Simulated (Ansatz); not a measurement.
Geometry optimisation, Ansatz 0.2.0, RKS B3LYP-D4/def2-SVP.

The input (input.yaml):

```yaml
crystal:
  periodic: [false, false, false]
  atoms:
    - { symbol: In, position_ang: [0.075959, -0.716737, -0.522195] }
    - { symbol: Cl, position_ang: [0.497977, 0.075356, 3.0003] }
    - { symbol: Cl, position_ang: [1.829374, 0.57259, -1.450505] }
    - { symbol: O, position_ang: [-1.661214, 0.134637, -1.049999] }
    - { symbol: H, position_ang: [-2.438975, -0.351823, -0.740302] }
    - { symbol: Si, position_ang: [0.578337, -2.847026, 0.769015] }
    - { symbol: H, position_ang: [0.113825, -4.065896, 0.039937] }
    - { symbol: H, position_ang: [2.040355, -2.946571, 1.049985] }
    - { symbol: H, position_ang: [-0.151576, -2.804877, 2.08253] }
    - { symbol: H, position_ang: [0.306138, -1.242754, 2.881134] }
basis:
  gaussian: { orbitals: def2-SVP }
hamiltonian:
  xc: b3lyp
  dispersion: d4
relax:
  f_tol: 0.03
  max_steps: 50
output:
  orbitals: {}
```

Run as:

```bash
$ ansatz run input.yaml --threads 4 --pin off --max-ram 5120MiB --backend cpu --events-out ev --progress --plain --runs-dir out
```

Problem. Where does it end, and by what steps?

Solution. The forces met the threshold. The force dipped under the threshold on the way, but the program's further checks kept it going. After 45 steps the energy has fallen by 1.747 eV; H10 moved furthest, 3.02 Å. Parted: Cl2–H10 (1.34 → 2.48 Å). Joined: In1–Cl2 (3.64 → 2.42 Å), O4–H10 (4.61 → 0.98 Å).

| step | energy less start (eV) | largest force component (eV/Å) | accepted |
| --- | --- | --- | --- |
| 0 | 0.0000 | 1.118 | yes |
| 2 | -0.0920 | 1.010 | yes |
| 4 | -0.1160 | 0.256 | yes |
| 6 | -0.1424 | 0.047 | yes |
| 8 | -0.1449 | 0.070 | yes |
| 10 | -0.1459 | 0.132 | yes |
| 12 | -0.1471 | 0.107 | yes |
| 14 | -0.1468 | 0.064 | no |
| 16 | -0.1481 | 0.159 | yes |
| 18 | -0.1511 | 0.012 | yes |
| 20 | -0.1374 | 0.861 | no |
| 22 | -0.1562 | 0.185 | yes |
| 24 | -0.1592 | 0.115 | yes |
| 26 | -0.1665 | 0.294 | yes |
| 28 | -0.2000 | 0.376 | yes |
| 30 | -0.2811 | 0.701 | yes |
| 32 | -0.4459 | 0.400 | yes |
| 34 | -0.6764 | 0.703 | yes |
| 36 | -1.2841 | 2.685 | yes |
| 38 | -1.6789 | 0.308 | yes |
| 40 | -1.7260 | 0.215 | yes |
| 42 | -1.7451 | 0.088 | yes |
| 44 | -1.7460 | 0.161 | yes |
| 45 | -1.7468 | 0.018 | yes |

```xyz
10
Properties=species:S:1:pos:R:3
In 0.831 -0.727 0.470
Cl 0.734 0.622 2.480
Cl 1.752 0.532 -1.321
O -1.417 0.036 0.359
H -2.164 -0.566 0.488
Si 0.724 -3.296 0.585
H 0.317 -3.848 -0.738
H 2.060 -3.837 0.962
H -0.280 -3.700 1.612
H -1.366 0.590 1.163
```

Time of the run: 65 s on 4 threads of Intel(R) Xeon(R) 6975P-C (Granite Rapids), with other jobs on the host, peak memory 0.34 GiB.
